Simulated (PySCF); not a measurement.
PySCF input for MoF6, SMILES [F][Mo]([F])([F])([F])([F])[F], multiplicity 1, TDA-PBE/def2-SVPD. Geometry: B3LYP-D3(BJ)/def2-SVP. The multiplicity is an assumed one; no other spin state was optimised. The isomer is the one that the SMILES or the coordinates give; other isomers of the formula were not compared. The def2 effective core potentials stand for the cores of Mo; spin–orbit coupling is left out.

```python
import numpy as np
from pyscf import gto, scf, dft, tdscf

mol = gto.M(
    atom='''
    Mo    0.00000000    0.00000000    0.00000000
    F     0.00000000    1.82848011    0.00000000
    F     0.00000000   -1.82848011    0.00000000
    F     0.00000000    0.00000000   -1.82848011
    F     1.82848011    0.00000000    0.00000000
    F    -1.82848011    0.00000000    0.00000000
    F     0.00000000    0.00000000    1.82848011
    ''',
    basis='def2-SVPD',
    ecp={'Mo': 'def2-svp'},
    charge=0,
    spin=0,
    symmetry=True,
    max_memory=1600,
    verbose=4,
)
mf = dft.RKS(mol, xc='pbe').density_fit(auxbasis='def2-universal-jkfit')
mf.grids.level = 3
mf.conv_tol = 1e-9
mf.max_cycle = 100
mf.kernel()
mf.grids = dft.Grids(mol).set(level=1).build(with_non0tab=True)  # coarser grid for the response kernel
td = tdscf.TDA(mf)
td.singlet = True
td.nstates = 10
td.conv_tol = 1e-4
td.positive_eig_threshold = 1e-6
td.kernel(x0=td.get_init_guess(mf, 15))
td.analyze()
tt = tdscf.TDA(mf)
tt.singlet = False
tt.nstates = 4
tt.conv_tol = 1e-4
tt.positive_eig_threshold = 1e-6
tt.kernel(x0=tt.get_init_guess(mf, 9))
tt.analyze(verbose=3)
```

Log of the run:

```
PySCF version 2.14.0

[INPUT] verbose = 4
[INPUT] num. atoms = 7
[INPUT] num. electrons = 68
[INPUT] charge = 0
[INPUT] spin (= nelec alpha-beta = 2S) = 0
[INPUT] symmetry True subgroup None
[INPUT] Mole.unit = angstrom
[INPUT] Symbol           X                Y                Z      unit          X                Y                Z       unit  Magmom
[INPUT]  1 Mo     0.000000000000   0.000000000000   0.000000000000 AA    0.000000000000   0.000000000000   0.000000000000 Bohr   0.0
[INPUT]  2 F      0.000000000000   1.828480110000   0.000000000000 AA    0.000000000000   3.455326632115   0.000000000000 Bohr   0.0
[INPUT]  3 F      0.000000000000  -1.828480110000   0.000000000000 AA    0.000000000000  -3.455326632115   0.000000000000 Bohr   0.0
[INPUT]  4 F      0.000000000000   0.000000000000  -1.828480110000 AA    0.000000000000   0.000000000000  -3.455326632115 Bohr   0.0
[INPUT]  5 F      1.828480110000   0.000000000000   0.000000000000 AA    3.455326632115   0.000000000000   0.000000000000 Bohr   0.0
[INPUT]  6 F     -1.828480110000   0.000000000000   0.000000000000 AA   -3.455326632115   0.000000000000   0.000000000000 Bohr   0.0
[INPUT]  7 F      0.000000000000   0.000000000000   1.828480110000 AA    0.000000000000   0.000000000000   3.455326632115 Bohr   0.0

nuclear repulsion = 452.868269173062
point group symmetry = Oh, use subgroup D2h
symmetry origin: [0. 0. 0.]
symmetry axis x: [1. 0. 0.]
symmetry axis y: [0. 1. 0.]
symmetry axis z: [0. 0. 1.]
num. orbitals of irrep Ag = 42
num. orbitals of irrep B1g = 14
num. orbitals of irrep B2g = 14
num. orbitals of irrep B3g = 14
num. orbitals of irrep Au = 7
num. orbitals of irrep B1u = 27
num. orbitals of irrep B2u = 27
num. orbitals of irrep B3u = 27
number of shells = 66
number of NR pGTOs = 258
number of NR cGTOs = 172
basis = def2-SVPD
ecp = {'Mo': 'def2-svp'}


[settings echo left out]
init E= -659.059435906649
HOMO (B3g) = -0.657156416624622  LUMO (B3g) = -0.384177607340355  gap/eV = 7.42813
cycle= 1 E= -666.023680124445  delta_E= -6.96  |g|= 1.66  |ddm|= 3.61
HOMO (B2g) = -0.288444117834528  LUMO (B3g) = -0.27637114553489  gap/eV = 0.32852
cycle= 2 E= -655.936222680957  delta_E= 10.1  |g|=  6.6  |ddm|= 6.42
HOMO (B3g) = -0.350206166813714  LUMO (B1g) = -0.173213275811157  gap/eV = 4.81622
cycle= 3 E= -666.519994261525  delta_E= -10.6  |g|= 0.464  |ddm|=    6
HOMO (B1g) = -0.420246101920557  LUMO (B3g) = -0.287029386664842  gap/eV = 3.62501
cycle= 4 E= -666.487508439791  delta_E= 0.0325  |g|= 0.573  |ddm|= 0.877
HOMO (B3g) = -0.395225569709245  LUMO (B1g) = -0.235388237611709  gap/eV = 4.34940
cycle= 5 E= -666.557291323175  delta_E= -0.0698  |g|= 0.0669  |ddm|= 0.435
HOMO (B1g) = -0.39553658663514  LUMO (B3g) = -0.232304941950444  gap/eV = 4.44176
cycle= 6 E= -666.558169570033  delta_E= -0.000878  |g|= 0.00772  |ddm|= 0.0445
HOMO (B3g) = -0.395516121143908  LUMO (B1g) = -0.232000603323729  gap/eV = 4.44948
cycle= 7 E= -666.558180282922  delta_E= -1.07e-05  |g|= 0.00109  |ddm|= 0.0041
HOMO (B1g) = -0.395544426855013  LUMO (B3g) = -0.231966294795657  gap/eV = 4.45119
cycle= 8 E= -666.558180514045  delta_E= -2.31e-07  |g|= 3.45e-05  |ddm|= 0.000746
HOMO (B3g) = -0.395543877219128  LUMO (B1g) = -0.231967638940805  gap/eV = 4.45114
cycle= 9 E= -666.558180514279  delta_E= -2.34e-10  |g|= 2.26e-07  |ddm|= 2.24e-05
HOMO (B1g) = -0.395543817791757  LUMO (B3g) = -0.231967616728399  gap/eV = 4.45114
Extra cycle  E= -666.558180514279  delta_E=    0  |g|= 6.43e-07  |ddm|= 6.26e-07
converged SCF energy = -666.558180514279
tot grids = 39976
Overwritten attributes  positive_eig_threshold  of <class 'pyscf.tdscf.rks.TDA'>


******** <class 'pyscf.tdscf.rks.TDA'> for <class 'pyscf.df.df_jk.DFSymAdaptedRKS'> ********
nstates = 10 singlet
deg_eia_thresh = 1.000e-03
wfnsym = None
conv_tol = 0.0001
eigh lindep = 1e-12
eigh level_shift = 0
eigh max_cycle = 100


Excitation energies (eV)
[4.45084857 4.45084857 4.45084857 4.54337965 4.54337965 4.54337965
 4.63575176 5.07872011 5.12088006 5.12088006]

** Singlet excitation energies and oscillator strengths **
Excited State   1:  B3g      4.45085 eV    278.56 nm  f=0.0000
      32 -> 36       -0.50000
      33 -> 35        0.50000
Excited State   2:  B2g      4.45085 eV    278.56 nm  f=0.0000
      32 -> 37       -0.50000
      34 -> 35       -0.50000
Excited State   3:  B1g      4.45085 eV    278.56 nm  f=0.0000
      33 -> 37       -0.50000
      34 -> 36        0.50000
Excited State   4:  B3g      4.54338 eV    272.89 nm  f=0.0000
      32 -> 36        0.49988
      33 -> 35        0.49988
Excited State   5:  B2g      4.54338 eV    272.89 nm  f=0.0000
      32 -> 37       -0.49988
      34 -> 35        0.49988
Excited State   6:  B1g      4.54338 eV    272.89 nm  f=0.0000
      33 -> 37        0.49988
      34 -> 36        0.49988
Excited State   7:   Ag      4.63575 eV    267.45 nm  f=0.0000
      32 -> 35        0.40819
      33 -> 36       -0.40819
      34 -> 37        0.40819
Excited State   8:   Au      5.07872 eV    244.12 nm  f=0.0000
      29 -> 37       -0.40825
      30 -> 35       -0.40825
      31 -> 36        0.40825
Excited State   9:   Au      5.12088 eV    242.12 nm  f=0.0000
      26 -> 35       -0.24230
      27 -> 36       -0.27099
      28 -> 37        0.51329
      30 -> 35        0.23248
      31 -> 36        0.22398
Excited State  10:   Au      5.12088 eV    242.12 nm  f=0.0000
      26 -> 35        0.45281
      27 -> 36       -0.43624
      29 -> 37       -0.26354
      30 -> 35        0.12440
      31 -> 36       -0.13913

** Transition electric dipole moments (AU) **
state          X           Y           Z        Dip. S.      Osc.
  1         0.0000     -0.0000      0.0000      0.0000      0.0000
  2        -0.0000     -0.0000      0.0000      0.0000      0.0000
  3        -0.0000     -0.0000      0.0000      0.0000      0.0000
  4        -0.0000      0.0000     -0.0000      0.0000      0.0000
  5        -0.0000     -0.0000     -0.0000      0.0000      0.0000
  6        -0.0000      0.0000     -0.0000      0.0000      0.0000
  7         0.0000      0.0000      0.0000      0.0000      0.0000
  8        -0.0000     -0.0000      0.0000      0.0000      0.0000
  9        -0.0000      0.0000     -0.0000      0.0000      0.0000
 10         0.0000      0.0000      0.0000      0.0000      0.0000

WARN: ECP detected. Skipping calculation of transition velocity and magnetic dipole moments, which have not yet been implemented.



******** <class 'pyscf.tdscf.rks.TDA'> for <class 'pyscf.df.df_jk.DFSymAdaptedRKS'> ********
nstates = 4 triplet
deg_eia_thresh = 1.000e-03
wfnsym = None
conv_tol = 0.0001
eigh lindep = 1e-12
eigh level_shift = 0
eigh max_cycle = 100


Excitation energies (eV)
[4.10879805 4.10879806 4.21570548 4.3278175 ]

** Triplet excitation energies and oscillator strengths **
Excited State   1:   Ag      4.10880 eV    301.75 nm  f=0.0000
Excited State   2:   Ag      4.10880 eV    301.75 nm  f=0.0000
Excited State   3:   Ag      4.21571 eV    294.10 nm  f=0.0000
Excited State   4:  B3g      4.32782 eV    286.48 nm  f=0.0000
```

The calculation finished and met its thresholds.

Cost: around 90 core-seconds (rough).
